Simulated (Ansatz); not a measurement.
The same group exchange along the group B, Al, Ga, In.

Computed with Ansatz on PBE0-D4/def2-TZVP structures; ΔE is electronic, products minus reactants. CBS: MP2 limit from def2 TZ/QZ plus the TZ coupled-cluster correction, frozen cores. This one scheme is used for every species. DFT in def2-TZVPP. B3LYP here is the variant with VWN-RPA as its local correlation; programs differ in this. Elements past krypton have def2 core potentials. For Ga, In, Se outer-core shells are correlated without core-valence functions, which leaves a few kJ/mol of doubt a bond. Scalar relativity is left out up to krypton. One conformer a species, not always the lowest.

```
                                                reaction  CCSD(T)/CBS(def2) (kJ/mol)
          `B[Se]C` + `O[SiH2]F` → `C[Se][SiH](O)F` + BH₃                          39
`C[Se][AlH2]` + `O[SiH2]F` → `C[Se][SiH](O)F` + `[AlH3]`                          60
`C[Se][GaH2]` + `O[SiH2]F` → `C[Se][SiH](O)F` + `[GaH3]`                           ?
`C[Se][InH2]` + `O[SiH2]F` → `C[Se][SiH](O)F` + `[InH3]`                          56
```

**Question.** Fill in the missing values. (An estimate is asked.)

**Answer.** Ansatz gave: `C[Se][GaH2]` + `O[SiH2]F` → `C[Se][SiH](O)F` + `[GaH3]`: +53.3 kJ/mol.

Largest T1 diagnostic: 0.014, for `[InH3]`.
